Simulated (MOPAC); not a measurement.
Input for MOPAC: PM3 on CH4OSi (SMILES CO[SiH]), a point of a bond scan (R = 3.564 Å).

```
PM3 1SCF PRECISE CHARGE=0 THREADS=1
CH4OSi

Si    -0.40795220 1    -0.67898645 1     0.91806636 1
H     -2.48321400 1    -1.85073256 1    -1.73136852 1
O      0.45056196 1     0.41925112 1     0.04651040 1
C      0.38283843 1     0.78205128 1    -1.32615327 1
H      0.15320104 1     1.84590433 1    -1.40103075 1
H      1.35331237 1     0.59928607 1    -1.78972690 1
H     -0.38646891 1     0.20274464 1    -1.84347312 1
```

Output:

```
*******************************************************************************
 **                                                                           **
 **                              MOPAC v23.2.5                                **
 **                                                                           **
 *******************************************************************************
 ** MOPAC's Digital Object Identifier: https://doi.org/10.5281/zenodo.6511958 **
 **                                                                           **
 ** Please cite the open-source release paper for use of this MOPAC version:  **
 ** J. E. Moussa and J. J. P. Stewart (2026)                                  **
 ** MOPAC: An open-source semiempirical molecular orbital program             **
 ** J. Open Source Softw., 11(119), 8025, https://doi.org/10.21105/joss.08025 **
 *******************************************************************************

                              PM3 CALCULATION RESULTS

 *******************************************************************************
 *  PM3        - The PM3 Hamiltonian to be used
 *
 *
 *
 *                 CHARGE ON SYSTEM = 0
 *
 *
 *
 *  PRECISE    - TIGHTER CRITERIA TO BE USED
 *  1SCF       - DO 1 SCF AND THEN STOP
 *  THREADS=1  - MULTI-THREADING NOT USED
 *  T=         - A TIME OF 172800.0 SECONDS REQUESTED
 *  DUMP=N     - RESTART FILE WRITTEN EVERY 7200.0 SECONDS REQUESTED
 *******************************************************************************
PM3 1SCF PRECISE CHARGE=0 THREADS=1
 CH4OSi

   ATOM   CHEMICAL          X               Y               Z
  NUMBER   SYMBOL      (ANGSTROMS)     (ANGSTROMS)     (ANGSTROMS)

     1      Si         -0.40795220  *  -0.67898645  *   0.91806636  *
     2       H         -2.48321400  *  -1.85073256  *  -1.73136852  *
     3       O          0.45056196  *   0.41925112  *   0.04651040  *
     4       C          0.38283843  *   0.78205128  *  -1.32615327  *
     5       H          0.15320104  *   1.84590433  *  -1.40103075  *
     6       H          1.35331237  *   0.59928607  *  -1.78972690  *
     7       H         -0.38646891  *   0.20274464  *  -1.84347312  *



          CARTESIAN COORDINATES

    NO.       ATOM           X           Y           Z

     1        Si         -0.4080     -0.6790      0.9181
     2         H         -2.4832     -1.8507     -1.7314
     3         O          0.4506      0.4193      0.0465
     4         C          0.3828      0.7821     -1.3262
     5         H          0.1532      1.8459     -1.4010
     6         H          1.3533      0.5993     -1.7897
     7         H         -0.3865      0.2027     -1.8435

  H: (PM3): J. J. P. STEWART, J. COMP. CHEM. 10, 209 (1989).
  C: (PM3): J. J. P. STEWART, J. COMP. CHEM. 10, 209 (1989).
  O: (PM3): J. J. P. STEWART, J. COMP. CHEM. 10, 209 (1989).
 Si: (PM3): J. J. P. STEWART, J. COMP. CHEM. 10, 209 (1989).

           Empirical Formula: C H4 O Si  =     7 atoms



      MOLECULAR POINT GROUP   :   Cs


      RHF CALCULATION, NO. OF DOUBLY OCCUPIED LEVELS = 9


 -------------------------------------------------------------------------------
 PM3 1SCF PRECISE CHARGE=0 THREADS=1
 CH4OSi



     1SCF WAS SPECIFIED, SO BFGS WAS NOT USED
     SCF FIELD WAS ACHIEVED


                              PM3 CALCULATION
                                                       MOPAC v23.2.5 Linux




          FINAL HEAT OF FORMATION =         91.73219 KCAL/MOL =     383.80749 KJ/MOL


          COSMO AREA              =        119.68 SQUARE ANGSTROMS
          COSMO VOLUME            =        104.03 CUBIC ANGSTROMS

          IONIZATION POTENTIAL    =          6.284535 EV
          HOMO LUMO ENERGIES (EV) =         -6.285 -1.709
          NO. OF FILLED LEVELS    =          9
          MOLECULAR WEIGHT        =         60.1275         POINT GROUP:  Cs

          MOLECULAR DIMENSIONS (Angstroms)

            Atom       Atom       Distance
            H     5    H     2     4.55246
           Si     1    H     6     2.93311
            H     2   Si     1     1.56697


          SCF CALCULATIONS        =          1





   ATOM   CHEMICAL          X               Y               Z
  NUMBER   SYMBOL      (ANGSTROMS)     (ANGSTROMS)     (ANGSTROMS)

     1      Si         -0.40795220  *  -0.67898645  *   0.91806636  *
     2       H         -2.48321400  *  -1.85073256  *  -1.73136852  *
     3       O          0.45056196  *   0.41925112  *   0.04651040  *
     4       C          0.38283843  *   0.78205128  *  -1.32615327  *
     5       H          0.15320104  *   1.84590433  *  -1.40103075  *
     6       H          1.35331237  *   0.59928607  *  -1.78972690  *
     7       H         -0.38646891  *   0.20274464  *  -1.84347312  *

                             CARTESIAN COORDINATES

   1   Si       -0.407952200    -0.678986450     0.918066360
   2    H       -2.483214000    -1.850732560    -1.731368520
   3    O        0.450561960     0.419251120     0.046510400
   4    C        0.382838430     0.782051280    -1.326153270
   5    H        0.153201040     1.845904330    -1.401030750
   6    H        1.353312370     0.599286070    -1.789726900
   7    H       -0.386468910     0.202744640    -1.843473120


           Empirical Formula: C H4 O Si  =     7 atoms



      MOLECULAR POINT GROUP   :   Cs


                  EIGENVALUES
 -37.78965 -27.13955 -17.59006 -16.15402 -15.93102 -12.44664 -11.80745  -9.80520
  -6.28454  -1.70941  -1.56919   0.66517   3.43859   4.00856   4.04895   4.62288


              NET ATOMIC CHARGES AND DIPOLE CONTRIBUTIONS

  ATOM NO.   TYPE          CHARGE      No. of ELECS.   s-Pop       p-Pop
    1         Si           0.553484        3.4465     1.84041     1.60610
    2          H          -0.298024        1.2980     1.29802
    3          O          -0.440509        6.4405     1.78206     4.65844
    4          C           0.107375        3.8926     1.13328     2.75935
    5          H           0.024462        0.9755     0.97554
    6          H           0.024463        0.9755     0.97554
    7          H           0.028748        0.9713     0.97125
 DIPOLE           X         Y         Z       TOTAL
 POINT-CHG.     1.838     0.676     3.507     4.017
 HYBRID         0.829     1.513    -2.292     2.869
 SUM            2.667     2.189     1.215     3.658


          ATOMIC ORBITAL ELECTRON POPULATIONS

     Atom    s        px        py        pz
    1 Si   1.84041   0.45588   0.41841   0.73181
    2  H   1.29802
    3  O   1.78206   1.72195   1.67414   1.26236
    4  C   1.13328   0.98882   0.97665   0.79387
    5  H   0.97554
    6  H   0.97554
    7  H   0.97125

 **********************
 *                    *
 * JOB ENDED NORMALLY *
 *                    *
 **********************




 == MOPAC DONE ==
```

The run finished.

Cost: about 0.020 core-seconds (a rough figure).
